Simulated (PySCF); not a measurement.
The PySCF input:
```python
from pyscf import gto, scf, dft

mol = gto.Mole()
mol.atom = '''
    C     1.946450    0.597998    0.284733
    O     1.316333   -0.633907   -0.071858
    B     0.003324   -0.818345   -0.209059
    O    -0.875853    0.206966   -0.018064
    C    -2.271671    0.137859   -0.111246
    H     0.982765    1.626912    0.424485
    H     2.476578    0.451503    1.227108
    H     2.659331    0.855085   -0.500026
    H    -2.702554   -0.030009    0.880691
    H    -2.632898    1.093220   -0.498285
    H    -2.594751   -0.667155   -0.777970
'''
mol.basis = 'sto-3g'
mol.charge = 0
mol.spin = 1
mol.verbose = 4
mol.build()

mf = dft.UKS(mol)
mf.xc = 'b3lyp'
mf.kernel()
mf.analyze()
```

Problem. Give the number of basis functions at the level PySCF with B3LYP/STO-3G.

Solution. 31

Problem. Give the HOMO energy at the level B3LYP/STO-3G.

Solution. -1.93 eV

Problem. What is the computed nuclear repulsion energy (B3LYP/STO-3G)?

Solution. 163.1495 Eh

Problem. Give the total energy at the level B3LYP/STO-3G.

Solution. -251.7274 Eh

Problem. Estimate the <S^2> that B3LYP/STO-3G returns for this input.

Solution. 0.752

These values belong to the state on which the SCF converged, which isn't shown to be the lowest.
